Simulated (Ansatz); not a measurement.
Compare A (`N=C(F)BS`) with its isomer B (`B/N=C(/F)S`).

Computed with Ansatz on PBE0-D4/def2-TZVP structures; ΔE is electronic, products minus reactants. CBS: MP2 limit from def2 TZ/QZ plus the TZ coupled-cluster correction, frozen cores. DFT in def2-TZVPP. B3LYP here is the variant with VWN-RPA as its local correlation; programs differ in this. One conformer a species, not always the lowest.

Task: Which is lower in electronic energy at CCSD(T)/CBS, and by how much? (An estimate is asked.)

Result: Ansatz gave: A, by 11.0 kcal/mol.

Task: Give E(B) − E(A) in kcal/mol with B2PLYP, r2SCAN-D4, CCSD(T)/def2-TZVPP, B3LYP-D4, MP2/def2-TZVPP, PBE-D4, PBE0-D4. (An estimate is asked.)

Result: Ansatz gave: B2PLYP 8.4, r2SCAN-D4 7.9, CCSD(T)/def2-TZVPP 11.5, B3LYP-D4 7.0, MP2/def2-TZVPP 10.1, PBE-D4 7.6, PBE0-D4 8.5. None reverses the order clearly.

Task: Does the order hold for the free energy at 298.15 K (harmonic terms from PBE0-D4)? (Best estimate.)

Result: Ansatz gave: Yes: G(B) − G(A) = +9.2 kcal/mol, for one conformer each.

Largest T1 diagnostic: 0.016.

From PBE to PBE0 (25 % exact exchange), in def2-TZVPP and without D4, E(B) − E(A) moves by +0.9 kcal/mol. Leaving LDA and LC-ωPBE aside and taking each functional with its dispersion term where it has one, the values, not all of them listed here, spread over 3.4 kcal/mol, from BLYP-D4 to PBE-QIDH. LDA lies −1.3 kcal/mol from PBE without D4.
